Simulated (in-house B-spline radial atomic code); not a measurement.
# How G0W0 and RPA depend on the start: Ag

Configuration [Kr] 4d10 5s1, highest spin. Computed with an all-electron radial atomic-structure program (B-spline basis): all electrons, scalar-relativistic (spin-free one-electron X2C), finite nucleus, each spin shell either full or empty, empty states to l = 9 with an (l + 1/2)⁻⁴ tail; G0W0 by contour deformation at full frequency.

RPA overbinds a lone outer s electron by self-correlation, and G0W0 tends to as well.

```
            start  mean-field 5s up (eV)  G0W0 (eV)  QP weight  RPA correlation (Eh)
     Hartree-Fock                 -6.483     -7.550      0.955               -3.3471
         LDA VWN5                 -4.982     -7.997      0.832               -3.6876
              PBE                 -4.729     -7.864      0.791                 -3.68
             PBE0                 -5.313     -7.879      0.894               -3.5847
           r2SCAN                 -4.956          ?          ?                     ?
            HSE06                 -4.986     -7.852      0.858               -3.5957
  B3LYP (VWN-RPA)                 -5.289     -7.955      0.886               -3.6064
             SCAN                 -5.131     -7.987      0.881               -3.6224
             TPSS                 -4.627     -7.825      0.782               -3.6628
        BHandHLYP                 -5.836     -7.831      0.929               -3.5014
        CAM-B3LYP                 -6.436     -7.982      0.937               -3.5587
          LC-wPBE                 -7.300     -7.917      0.953               -3.5468
            wB97X                 -6.988     -7.918      0.950               -3.5342
           PBEsol                 -4.776          ?          ?                     ?
             BLYP                 -4.672     -7.904      0.782               -3.6837
          r2SCAN0                 -5.538     -7.897      0.924               -3.5467
LDA exchange-only                 -4.234     -7.812      0.665               -3.6872
```

Question: What G0W0 level, weight and RPA correlation energy follow from the PBEsol start?

Answer: G0W0 level -7.909 eV, weight 0.805, RPA correlation -3.6827 hartree.

Question: What G0W0 level, weight and RPA correlation energy follow from the r2SCAN start?

Answer: G0W0 level -7.952 eV, weight 0.887, RPA correlation -3.6209 hartree.

Question: How much of the dependence on the start does G0W0 remove?

Answer: The mean-field levels span 3.07 eV and the G0W0 levels 0.447 eV. Against 7.576 eV (NIST, measured) the G0W0 removal energies are off by -0.03 to +0.42 eV, with spin-orbit coupling, Breit and QED terms left out.
